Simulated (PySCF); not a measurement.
## How strongly Mo binds etchant and ambient atoms

PBE in PySCF with def2-TZVPP on every atom (core potentials on Mo), for the lowest determinant that a PBE0 search found; no spin–orbit coupling. D0 is De less the harmonic zero-point energy.

```csv
X,state of MoX,D0(MoX) (eV),D0(X₂) (eV)
Cl,"sextet (σ ↑, π ↑↑, δ ↑↑)",3.95,2.81
Br,"sextet (σ ↑, π ↑↑, δ ↑↑)",3.47,2.47
O,"quintet (σ ↑, π ↑, δ ↑↑)",6.06,6.15
```

Problem. Give the energy of Mo + X₂ → MoX + X at 0 K for each X.

Solution. Cl: 2.81 − 3.95 = -1.14 eV; Br: 2.47 − 3.47 = -1.00 eV; O: 6.15 − 6.06 = +0.09 eV (PBE/def2-TZVPP; negative means exothermic).

Problem. Does an atom of Br displace Cl from MoCl?

Solution. MoCl + Br → MoBr + Cl has ΔE = 3.95 − 3.47 = +0.48 eV at PBE/def2-TZVPP, so it is uphill.

Gas-phase diatomics only hint at surface chemistry, where an atom holds several bonds.

The metal atom is held in its measured ground configuration; semilocal functionals can put another filling of s and d lower by some tenths of an eV, and De to that atom would be smaller. Spin–orbit coupling is left out, which matters for elements this heavy, above all for dissociation energies. States were picked by a PBE0 search and need not be the measured ground states. With d or f electrons several states lie close, and the lowest PBE0 determinant need not be the measured ground state.
